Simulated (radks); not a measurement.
Question: All-electron atom: W III in [Xe] 4f14 5d3 6s1 (not the ground configuration). Method: scalar-relativistic Kohn-Sham, BLYP, spin-polarised, spherical densities, finite nucleus; open shells are filled with parallel spins first (spin-orbit coupling, left out, can overturn this in heavy ions); Fermi nuclear charge, rms radius 5.3658 fm; computed with a radial shooting solver on a logarithmic mesh with Libxc functionals. Some entries of the table are withheld. Estimate them.

orbital,occ.,eigenvalue (hartree),<1/r> (bohr^-1),r(max) (bohr)
1s up,1,-2553.937,87.05,0.01146
1s down,1,-2553.936,87.05,0.01146
2s up,1,-441.4142,20.36,0.06568
2s down,1,-441.4084,20.36,0.06568
2p up,3,-386.2352,18.45,0.05388
2p down,3,-386.2305,18.45,0.05388
3s up,1,-102.1863,7.538,0.1853
3s down,1,-102.1844,7.538,0.1853
3p up,3,-85.83941,6.961,0.1834
3p down,3,-85.83724,6.961,0.1834
3d up,5,-67.00718,6.577,0.1493
3d down,5,-67.00326,6.577,0.1493
4s up,1,-21.62301,3.204,0.4206
4s down,1,-21.61737,3.204,0.4206
4p up,3,-16.25895,2.911,0.4411
4p down,3,-16.25355,2.911,0.4411
4d up,5,-9.45406,2.589,0.4521
4d down,5,-9.44759,2.590,0.4521
5s up,1,-3.61721,1.252,0.9628
5s down,1,-3.56741,1.260,0.9598
5p up,3,-2.29897,(1),1.091
5p down,3,-2.23456,(2),1.086
4f up,7,-1.91679,2.082,0.4285
4f down,7,-1.90392,2.089,0.4284
5d up,3,-0.83367,0.7075,1.459
6s up,1,-0.77854,(3),2.426
5d down,0,-0.75390,0.7067,1.447
6s down,0,-0.71327,(4),2.456

Answer: 
(1) 5p up <1/r> (bohr^-1): 1.054
(2) 5p down <1/r> (bohr^-1): 1.063
(3) 6s up <1/r> (bohr^-1): 0.4712
(4) 6s down <1/r> (bohr^-1): 0.4588
